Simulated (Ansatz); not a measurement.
`BC[SiH](C)Cl`. The species carries charge 0 and has multiplicity 1.

Cartesian coordinates in Å:
```
B 0.204 -2.267 -0.346
C 0.453 -0.979 0.456
Si -0.456 0.443 -0.368
C -0.077 2.061 0.462
Cl 0.119 0.576 -2.349
H -0.815 -2.880 -0.200
H 0.994 -2.650 -1.159
H 1.501 -0.671 0.524
H -0.004 -0.993 1.454
H -1.915 0.175 -0.371
H -0.606 2.877 -0.036
H 0.994 2.273 0.426
H -0.391 2.034 1.509
```

**Question.** Give the diagnostics of a CCSD(T)/def2-TZVPP run (frozen core, Ansatz 0.2.0). (Best estimate.)

**Answer.** Computed: T1 = 0.0099, largest single amplitude 0.015, largest double 0.018, (T) share of the correlation energy 3.8 %, 9 CCSD cycles. The RHF solution is stable towards an unrestricted one. T1 lies under the customary mark of 0.02 for closed shells.
